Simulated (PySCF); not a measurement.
# Dipole moment and polarisability of Ti(NMe2)4

Species: Ti(NMe2)4, C8H24N4Ti (singlet state).
Structure used (PBE0-D3(BJ)/def2-SVP), in Å, numbered top down from 1:
```
atom  x, y, z in Å
Ti1    0.007    0.025    0.003
N2    -0.058   -0.184    1.885
C3     0.339    0.963    2.657
C4    -0.496   -1.299    2.673
H5    -0.474    1.321    3.323
H6     0.610    1.804    1.995
H7     1.218    0.753    3.302
H8    -0.793   -2.136    2.024
H9     0.297   -1.663    3.357
H10   -1.370   -1.042    3.307
N11    1.814    0.032   -0.585
C12    2.046   -0.114   -1.996
C13    3.013    0.089    0.201
H14    2.578    0.758   -2.430
H15    1.091   -0.222   -2.538
H16    2.654   -1.013   -2.229
H17    2.771    0.145    1.273
H18    3.648   -0.810    0.052
H19    3.640    0.968   -0.052
N20   -0.898    1.621   -0.494
C21   -2.074    2.022    0.232
C22   -0.512    2.551   -1.516
H23   -1.952    3.016    0.710
H24   -2.305    1.297    1.029
H25   -2.966    2.089   -0.425
H26    0.387    2.204   -2.046
H27   -1.313    2.692   -2.272
H28   -0.284    3.555   -1.103
N29   -0.869   -1.454   -0.796
C30   -2.161   -1.481   -1.420
C31   -0.183   -2.718   -0.824
H32   -2.100   -1.765   -2.491
H33   -2.637   -0.490   -1.366
H34   -2.841   -2.212   -0.936
H35    0.816   -2.629   -0.366
H36   -0.734   -3.505   -0.269
H37   -0.042   -3.093   -1.859
```

Level: wB97X-D/def2-SVPD (PySCF), static field, nuclei fixed, core orbitals frozen in the response. The polarisability tensor in these axes (au):

```
x   180.24  -1.93  -0.83
y    -1.93 180.84   1.22
z    -0.83   1.22 181.13
```

Task: Diagonalise the tensor; give its mean and Δα, where Δα² is half the sum of the squared differences of the eigenvalues.

Result: Principal values 178.58, 180.21 and 183.43 au; mean 180.74 au = 26.78 Å³ = 29.80 × 10⁻⁴⁰ C²·m²/J; Δα = 4.28 au (2 % of the mean).

Task: What is the dipole moment?

Result: 0.10 D at this geometry.

Task: Form Σ f/ω² (atomic units) for the 15 lowest TDDFT singlets, given as eV and f, and set it beside the mean polarisability, which is this sum over all singlets: 3.99, 0.0035; 4.03, 0.0040; 4.33, 0.0184; 4.44, 0.0771; 4.47, 0.0634; 4.62, 0.0213; 4.95, 0.0001; 5.03, 0.0446; 5.14, 0.0003; 5.20, 0.0019; 5.34, 0.0730; 5.37, 0.0032; 5.41, 0.0133; 5.47, 0.0222; 5.53, 0.0244.

Result: They add up to 11.88 au, 6.6 % of the 180.74 au; the largest single term is 2.90 au, from the state at 4.44 eV. Terms in order: 0.16, 0.18, 0.72, 2.90, 2.35, 0.74, 0.00, 1.30, 0.01, 0.05, 1.90, 0.08, 0.34, 0.55, 0.59 au. Higher excitations give the rest. The strengths listed sum to 0.371.

Task: Find the Langevin capture rate constant for NH4+ (18.034 u) meeting this molecule (224.148 u), k = 2.342 × 10⁻⁹ cm³/s × √(α in Å³ / reduced mass in u).

Result: The reduced mass is 16.69 u, so k = 2.97 × 10⁻⁹ cm³/s.

Task: Rayleigh depolarisation ratio (linearly polarised light, static tensor)?

Result: ρ = 3Δα²/(45ᾱ² + 4Δα²) = 54.9/(1470022 + 73.2) = 3.73e-05.

Task: What molar refraction does this α imply?

Result: Lorentz–Lorenz: R = (4π/3)N_A α = 2.5225 cm³/(mol·Å³) × 26.78 Å³ = 67.6 cm³/mol, in the limit of long wavelengths.

Task: What would n − 1 = 2πNα be for an ideal gas of these molecules at 273.15 K and 1 atm, electronic part alone?

Result: N = p/kT = 2.6868 × 10¹⁹ cm⁻³, so n − 1 = 2π × N × 26.78 × 10⁻²⁴ cm³ = 4521 × 10⁻⁶ at long wavelengths, for an ideal gas.

Geometry: PBE0-D3(BJ)/def2-SVP; no solvent, vibrations or thermal averaging.
